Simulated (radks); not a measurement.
Hf24+, 48 electrons, occupied as [Kr] 4d10 4f2. Method: non-relativistic Kohn-Sham, LDA (Slater exchange, Perdew-Wang correlation), spin-unpolarised, spherical densities, point nucleus; relativity is left out, which matters for an element this heavy; computed with a radial shooting solver on a logarithmic mesh with Libxc functionals.

Unscreened Slater integrals over Kohn-Sham orbitals (eV).

integral    value
F0(4f,4f)  52.863
F2(4f,4f)  27.761
F4(4f,4f)  18.052
F6(4f,4f)  13.187
F0(4f,4d)  51.417
F2(4f,4d)  25.832
F4(4f,4d)  16.822
G1(4f,4d)  27.911
G3(4f,4d)  18.792
G5(4f,4d)  13.670
F0(4f,4p)  51.340
F2(4f,4p)  26.050
G2(4f,4p)  21.299
G4(4f,4p)  15.428
F0(4f,4s)  51.451
G3(4f,4s)  17.808
F0(4d,4d)  50.793
F2(4d,4d)  26.046
F4(4d,4d)  17.656
F0(4d,4p)  50.684
F2(4d,4p)  26.181
G1(4d,4p)  32.542
G3(4d,4p)  20.799
F0(4d,4s)  50.755
G2(4d,4s)  25.127
F0(4p,4p)  50.691
F2(4p,4p)  26.648
F0(4p,4s)  50.762
G1(4p,4s)  34.518
F0(4s,4s)  50.855

Derived for the open shells (J is the average intra-shell exchange parameter used in DFT+U). 4f: F4/F2 = 0.650, F6/F2 = 0.475, J = (286 F2 + 195 F4 + 250 F6)/6435 = 2.293 eV.
